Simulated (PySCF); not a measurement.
**Core binding energy against partial charge**

Species: C6H5F3.
SMILES with atom numbers: `[F:1][C:2]([F:3])([F:4])[C:5]#[C:6][CH:7]1[CH2:8][CH2:9]1`

Binding energies: delta-SCF UKS SCAN, pcX-2 on the ionised atom, pcseg-1 elsewhere, spin-free X2C (PySCF 2.14.0). Charges: PBE0/pcSseg-1 ground-state density, for the ionised atom.

| atom | environment | C 1s (eV) | Mulliken (e) | IAO (e) | Hirshfeld (e) | ESP (e) |
| --- | --- | --- | --- | --- | --- | --- |
| C5 | alkyne carbon | 290.70 | -0.382 | -0.145 | -0.108 | -0.125 |
| C8 | three-membered-ring carbon | 291.29 | -0.180 | -0.266 | -0.070 | -0.314 |
| C6 | alkyne carbon | 291.34 | +0.297 | +0.029 | -0.004 | -0.147 |
| C7 | propargylic carbon | 291.97 | -0.346 | -0.156 | -0.026 | +0.021 |
| C2 | CF3 carbon | 298.69 | +0.819 | +0.811 | +0.263 | +0.612 |

Q: Give the correlation coefficient and slope of binding energy on charge for each scheme.

A: Hirshfeld: r = 0.98, slope 22.2 eV per e; IAO: r = 0.96, slope 7.3 eV per e; ESP: r = 0.96, slope 8.9 eV per e; Mulliken: r = 0.85, slope 5.5 eV per e. On 5 points no scheme stands out.

Q: The point-charge model writes a binding energy as kq + V + constant, with V the potential of the other atoms' charges at the site. What does it give with the Mulliken charges?

A: V = Σ 14.40 eV Å × q/r over all other atoms: +6.26 eV at C5, +2.35 eV at C8, -5.05 eV at C6, +3.95 eV at C7, -10.76 eV at C2. Fitting binding energy − V to q gives k = 19.2 eV per e and leaves an rms residual of 1.40 eV, against 1.59 eV for the fit on q alone. The model has no term for differences in relaxation between sites.

Spin contamination (⟨S²⟩ against 0.75 for a pure doublet) is marked for C 1s of C6 (0.86), which makes this value less certain. Geometry: PBE0-D3(BJ)/def2-SVP; no solvent, vibrations or thermal averaging.
